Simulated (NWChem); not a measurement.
System: CH6O2SSi; SMILES C[Si](O)(O)S

Output (shortened):

```
             Northwest Computational Chemistry Package (NWChem) 7.3.0
             --------------------------------------------------------

                             Geometry "geometry" -> ""
                             -------------------------

 Output coordinates in angstroms (scale by  1.889725989 to convert to a.u.)

  No.       Tag          Charge          X              Y              Z
 ---- ---------------- ---------- -------------- -------------- --------------
    1 C                    6.0000     1.61851300     1.09431200     0.41085900
    2 Si                  14.0000    -0.06743200     0.41202100    -0.00518900
    3 O                    8.0000    -0.49692100     1.13049800    -1.43104100
    4 O                    8.0000    -1.25779300     0.75347000     1.10353400
    5 S                   16.0000    -0.04928100    -1.75855600    -0.10884700
    6 H                    1.0000     1.56480000     2.18652000     0.48214000
    7 H                    1.0000     1.98984300     0.70289200     1.36354700
    8 H                    1.0000     2.34722400     0.84501400    -0.36850700
    9 H                    1.0000    -1.37656900     0.90433200    -1.76706500
   10 H                    1.0000    -1.29079100     0.19685700     1.89426100
   11 H                    1.0000     1.10828500    -1.87161000    -0.79561900

 Effective nuclear repulsion energy (a.u.)     310.6115677612

                                 NWChem DFT Module
                                 -----------------

 Summary of "ao basis" -> "ao basis" (spherical)
 ------------------------------------------------------------------------------
       Tag                 Description            Shells   Functions and Types
 ---------------- ------------------------------  ------  ---------------------
 C                           6-31g*                  6       14   3s2p1d
 Si                          6-31g*                  8       18   4s3p1d
 O                           6-31g*                  6       14   3s2p1d
 S                           6-31g*                  8       18   4s3p1d
 H                           6-31g*                  2        2   2s

 in cosmo_initialize ...
 calling solv_data for solv:h2o

 solvent parameters
 solvname_short: h2o
 solvname_long:  water
 dielec:       78.4000
 dielecinf:     1.7769
 aqueous SMD model solvent descriptors
 dielec:       78.4000
 sola:          0.8200

          ---------------
          -cosmo- solvent
          ---------------
 Cosmo: York-Karplus, doi: 10.1021/jp992097l
 dielectric constant -eps-     =  78.40
 screen = (eps-1)/(eps    )    =   0.98724
 surface charge correction     = lagrangian

   van der Waals surface
 --------------------------

 ---------- ATOMIC COORDINATES (A.U.) ------------ VDWR(ANG.) --
     1    3.05854608    2.06794983    0.77641093     1.850
     2   -0.12742800    0.77860679   -0.00980579     2.470
     3   -0.93904453    2.13633145   -2.70427537     1.520
     4   -2.37688412    1.42385184    2.08537688     1.520
     5   -0.09312759   -3.32318898   -0.20569100     2.490
     6    2.95704323    4.13192367    0.91111249     1.200
     7    3.76025803    1.32827328    2.57673020     1.200
     8    4.43561019    1.59684492   -0.69637725     1.200
     9   -2.60133821    1.70893968   -3.33926865     1.200
    10   -2.43924130    0.37200579    3.57963424     1.200
    11    2.09435497   -3.53683006   -1.50350190     1.200
 number of segments per atom =        128
 number of   points per atom =        128
 atom (   nspa,  nppa )
 ----------------------
    1 (     45,     0 )       0
    2 (     49,     0 )       0
    3 (     46,     0 )       0
    4 (     45,     0 )       0
    5 (     95,     0 )       0
    6 (     49,     0 )       0
    7 (     54,     0 )       0
    8 (     53,     0 )       0
    9 (     59,     0 )       0
   10 (     58,     0 )       0
   11 (     19,     0 )       0
 number of -cosmo- surface points =      572
 molecular surface =    139.002 angstrom**2
 molecular volume  =    128.590 angstrom**3
 -lineq- algorithm             =   0
 -bem- low  level              =   3
 -bem- from -octahedral-
 gaussian surface charge width =   4.50000
 degree of switching           =   1.00000
 switching function tolerance  =   0.00010
 atomic radii =
 --------------
    1  6.000  1.850
    2 14.000  2.470
    3  8.000  1.520
    4  8.000  1.520
    5 16.000  2.490
    6  1.000  1.200
    7  1.000  1.200
    8  1.000  1.200
    9  1.000  1.200
   10  1.000  1.200
   11  1.000  1.200
 ...... end of -cosmo- initialization ......

 nat:                    11
 ixmem:                  6636
 calling mnsol_interface()
 G(SMD-CDS) energy (kcal/mol)  =     2.996
 SMD-CDS SASA (angstrom**2)    =   160.460

            General Information
            -------------------
          SCF calculation type: DFT
          Wavefunction type:  closed shell.
          No. of atoms     :    11
          No. of electrons :    58
           Alpha electrons :    29
            Beta electrons :    29
          Charge           :     0
          Spin multiplicity:     1
          Use of symmetry is: off; symmetry adaption is: off
          Maximum number of iterations: 150
          AO basis - number of functions:    90
                     number of shells:    46
          Convergence on energy requested:  1.00D-06
          Convergence on density requested:  1.00D-05
          Convergence on gradient requested:  5.00D-04

              XC Information
              --------------
                         PBE0 Method XC Functional
                     Hartree-Fock (Exact) Exchange  0.250
          PerdewBurkeErnzerhof Exchange Functional  0.750
            Perdew 1991 LDA Correlation Functional  1.000 local
           PerdewBurkeErnz. Correlation Functional  1.000 non-local

             Grid Information
             ----------------
          Grid used for XC integration:  medium
          Radial quadrature: Mura-Knowles
          Angular quadrature: Lebedev.
          Tag              B.-S. Rad. Rad. Pts. Rad. Cut. Ang. Pts.
          ---              ---------- --------- --------- ---------
          C                   0.70       49          10.0       434
          Si                  1.10       88           8.0       590
          O                   0.60       49          10.0       434
          S                   1.00       88          11.0       590
          H                   0.35       45          11.0       434
          Grid pruning is: on
          Number of quadrature shells:   593
          Spatial weights used:  Erf1

      Superposition of Atomic Density Guess
      -------------------------------------

 Sum of atomic energies:        -876.43134232

      Non-variational initial energy
      ------------------------------

 Total energy =    -878.361036
 1-e energy   =   -1827.818617
 2-e energy   =     638.846013
 HOMO         =      -0.326335
 LUMO         =       0.058984

   convergence    iter        energy       DeltaE   RMS-Dens  Diis-err
 ---------------- ----- ----------------- --------- --------- ---------
     COSMO gas phase
 d= 0,ls=0.0,diis     1   -879.3588982662 -1.19D+03  1.54D-02  9.45D-01
 d= 0,ls=0.0,diis     2   -879.3258689032  3.30D-02  8.59D-03  1.40D+00
 d= 0,ls=0.0,diis     3   -879.4600049162 -1.34D-01  1.48D-03  3.42D-02
 d= 0,ls=0.0,diis     4   -879.4630697779 -3.06D-03  5.47D-04  2.18D-03
 d= 0,ls=0.0,diis     5   -879.4633882986 -3.19D-04  9.90D-05  9.92D-05
  Resetting Diis
 d= 0,ls=0.0,diis     6   -879.4634025010 -1.42D-05  1.71D-05  1.91D-06
 d= 0,ls=0.0,diis     7   -879.4634027230 -2.22D-07  1.17D-05  4.27D-07
 d= 0,ls=0.0,diis     8   -879.4634026831  3.99D-08  6.31D-06  8.72D-07

   convergence    iter        energy       DeltaE   RMS-Dens  Diis-err
 ---------------- ----- ----------------- --------- --------- ---------
     COSMO solvation phase
 d= 0,ls=0.0,diis     1   -879.4773859090 -1.40D-02  1.88D-03  7.60D-03
 d= 0,ls=0.0,diis     2   -879.4791276985 -1.74D-03  4.86D-04  2.71D-03
 d= 0,ls=0.0,diis     3   -879.4793175261 -1.90D-04  2.15D-04  8.96D-04
 d= 0,ls=0.0,diis     4   -879.4794009440 -8.34D-05  5.97D-05  4.01D-05
 d= 0,ls=0.0,diis     5   -879.4794052303 -4.29D-06  1.49D-05  1.35D-06
 d= 0,ls=0.0,diis     6   -879.4794054183 -1.88D-07  3.28D-06  1.25D-07

         Total DFT energy =     -879.479405418268
      One electron energy =    -1832.956394123585
           Coulomb energy =      713.864797606285
    Exchange-Corr. energy =      -71.138066898029
 Nuclear repulsion energy =      310.611567761183

             COSMO energy =        0.138690235877

 Numeric. integr. density =       57.999996933230

                                COSMO-SMD solvation results
                                ---------------------------

             internal energy in gas <Psi(g)|H|Psi(g)> =      -879.463402683109
         internal energy in solvent <Psi(s)|H|Psi(s)> =      -879.461133466777
                               delta internal energy  =         0.002269216332 (    1.42 kcal/mol)
   total free energy in solvent <Psi(s)|H+V/2|Psi(s)> =      -879.484180507876
 polarization energy contribution <Psi(s)|V/2|Psi(s)> =        -0.023047041100 (  -14.46 kcal/mol)
    total free energy in solvent including G(SMD-CDS) =      -879.479405418268
                       G(SMD-CDS) energy contribution =         0.004775089608 (    3.00 kcal/mol)
     1 M fixed-concentration free energy of solvation =        -0.016002735159 (  -10.04 kcal/mol)

                       DFT Final Molecular Orbital Analysis
                       ------------------------------------

 Vector   27  Occ=2.000000D+00  E=-3.436920D-01
              MO Center= -5.9D-01,  3.9D-01,  1.6D-01, r^2= 3.7D+00
   Bfn.  Coefficient  Atom+Function         Bfn.  Coefficient  Atom+Function
  ----- ------------  ---------------      ----- ------------  ---------------
    49      0.377973   4 O  px               36     -0.307346   3 O  py
    53      0.287478   4 O  px               40     -0.239444   3 O  py
    68     -0.208867   5 S  py               50      0.165008   4 O  py
    67     -0.147918   5 S  px                3      0.146647   1 C  px
    51      0.144935   4 O  pz               54      0.133610   4 O  py

 Vector   28  Occ=2.000000D+00  E=-3.070919D-01
              MO Center=  8.4D-02, -2.7D-01,  1.1D-01, r^2= 4.3D+00
   Bfn.  Coefficient  Atom+Function         Bfn.  Coefficient  Atom+Function
  ----- ------------  ---------------      ----- ------------  ---------------
    68      0.445070   5 S  py               72      0.260408   5 S  py
     3      0.233412   1 C  px               22     -0.195627   2 Si py
    50      0.186542   4 O  py               36      0.178488   3 O  py
     7      0.176430   1 C  px               64     -0.170752   5 S  py
    54      0.147340   4 O  py               49      0.146422   4 O  px

 Vector   29  Occ=2.000000D+00  E=-2.730769D-01
              MO Center= -2.8D-02, -1.5D+00, -1.4D-01, r^2= 2.2D+00
   Bfn.  Coefficient  Atom+Function         Bfn.  Coefficient  Atom+Function
  ----- ------------  ---------------      ----- ------------  ---------------
    69      0.562877   5 S  pz               73      0.352522   5 S  pz
    67      0.339322   5 S  px               71      0.219993   5 S  px
    65     -0.215537   5 S  pz               36     -0.132208   3 O  py
    63     -0.130064   5 S  px               40     -0.105430   3 O  py
     4      0.063709   1 C  py                6     -0.061931   1 C  s

 Vector   30  Occ=0.000000D+00  E= 3.745902D-02
              MO Center=  8.7D-02, -1.2D+00, -5.6D-02, r^2= 4.4D+00
   Bfn.  Coefficient  Atom+Function         Bfn.  Coefficient  Atom+Function
  ----- ------------  ---------------      ----- ------------  ---------------
    90      1.240561  11 H  s                70     -0.710760   5 S  s
    71     -0.669221   5 S  px               52     -0.423033   4 O  s
    24      0.420651   2 Si s                73      0.410979   5 S  pz
    84      0.277991   8 H  s                88      0.269474  10 H  s
    67     -0.258175   5 S  px               25     -0.231651   2 Si px

 Vector   31  Occ=0.000000D+00  E= 6.126228D-02
              MO Center= -1.4D-01, -2.3D-01, -4.0D-01, r^2= 5.2D+00
   Bfn.  Coefficient  Atom+Function         Bfn.  Coefficient  Atom+Function
  ----- ------------  ---------------      ----- ------------  ---------------
    24      1.440466   2 Si s                 6     -0.732562   1 C  s
    72     -0.701012   5 S  py               38     -0.611270   3 O  s
    70     -0.437528   5 S  s                52     -0.350601   4 O  s
    22     -0.291368   2 Si py               86      0.290301   9 H  s
    80      0.287413   6 H  s                20      0.282051   2 Si s

 Vector   32  Occ=0.000000D+00  E= 8.060558D-02
              MO Center= -4.9D-02,  1.7D-01,  5.7D-02, r^2= 5.0D+00
   Bfn.  Coefficient  Atom+Function         Bfn.  Coefficient  Atom+Function
  ----- ------------  ---------------      ----- ------------  ---------------
    27      0.962280   2 Si pz               38      0.645923   3 O  s
    24      0.526299   2 Si s                26     -0.441244   2 Si py
    72     -0.411610   5 S  py               52     -0.386018   4 O  s
    73     -0.344087   5 S  pz               86     -0.325142   9 H  s
    23      0.317294   2 Si pz               82     -0.314731   7 H  s

     Multipole analysis of the density
     ---------------------------------

     L   x y z        total         alpha         beta         nuclear
     -   - - -        -----         -----         ----         -------
     0   0 0 0     -0.000000    -29.000000    -29.000000     58.000000

     1   1 0 0      0.402874      1.823186      1.823186     -3.243499
     1   0 1 0     -0.079616     -2.149705     -2.149705      4.219794
     1   0 0 1      0.311996      1.252363      1.252363     -2.192730

     2   2 0 0    -30.015465    -99.211155    -99.211155    168.406845
     2   1 1 0     -0.404473     -5.164356     -5.164356      9.924239
     2   1 0 1      0.556677     -0.388971     -0.388971      1.334620
     2   0 2 0    -38.133479   -169.330857   -169.330857    300.528234
     2   0 1 1      0.809551     -2.104029     -2.104029      5.017609
     2   0 0 2    -29.992803    -80.881405    -80.881405    131.770007
```

Level: PBE0/6-31G* (spherical d), SMD on the gas-phase geometry. The geometry was optimised at B3LYP/6-31G* (spherical d). Solvent: water.

Question: Which NWChem input produces such a log?

Answer: This is not unique; one that fits is the input that was run:
```
start job
memory heap 200 mb stack 900 mb global 1100 mb
geometry units angstroms noautosym nocenter noautoz
  C      1.618513     1.094312     0.410859
  Si    -0.067432     0.412021    -0.005189
  O     -0.496921     1.130498    -1.431041
  O     -1.257793     0.753470     1.103534
  S     -0.049281    -1.758556    -0.108847
  H      1.564800     2.186520     0.482140
  H      1.989843     0.702892     1.363547
  H      2.347224     0.845014    -0.368507
  H     -1.376569     0.904332    -1.767065
  H     -1.290791     0.196857     1.894261
  H      1.108285    -1.871610    -0.795619
end
basis spherical
  C library 6-31g*
  Si library 6-31g*
  O library 6-31g*
  S library 6-31g*
  H library 6-31g*
end
dft
  xc pbe0
  iterations 150
end
cosmo
  do_cosmo_smd true
  solvent water
end
task dft energy
```
